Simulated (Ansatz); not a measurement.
`CN[SiH](N)O` → `[CH3]`• + `[NH][SiH](N)O`•  (homolysis of the C–N bond)

Calculated with Ansatz (gas phase, PBE0-D4/def2-TZVP geometries, no zero-point term in ΔE). CCSD(T)/CBS adds triple-zeta CCSD(T) − MP2 to the extrapolated MP2 energy (def2 sets, frozen cores). This one scheme is used for every species. Open shells (•) are unrestricted, without spin–orbit coupling. One conformer a species, not always the lowest.

```
         species  CCSD(T)/CBS(def2) energy (Eh)
   `CN[SiH](N)O`                     -516.64046
        `[CH3]`•                      -39.78218
`[NH][SiH](N)O`•                     -476.70302
```

Problem. Work out ΔE.

Solution. ΔE = (-39.78218) + (-476.70302) − (-516.64046) = 0.15526 Eh = +97.4 kcal/mol.

Largest T1 diagnostic among the species: 0.014.

In def2-TZVPP, CCSD(T) changes the Hartree–Fock value by +33.8 kcal/mol (the triples alone add +2.8 kcal/mol) and MP2 by +40.9 kcal/mol; breaking electron pairs costs correlation energy, which Hartree–Fock lacks. The D4 term adds +2.9 kcal/mol with B3LYP and +1.6 kcal/mol with PBE0; it sums over pairs of atoms, weighted by their polarisabilities, and B3LYP, whose exchange is more repulsive, gets the larger term.

B3LYP here is the variant with VWN-RPA as its local correlation; programs differ in this.
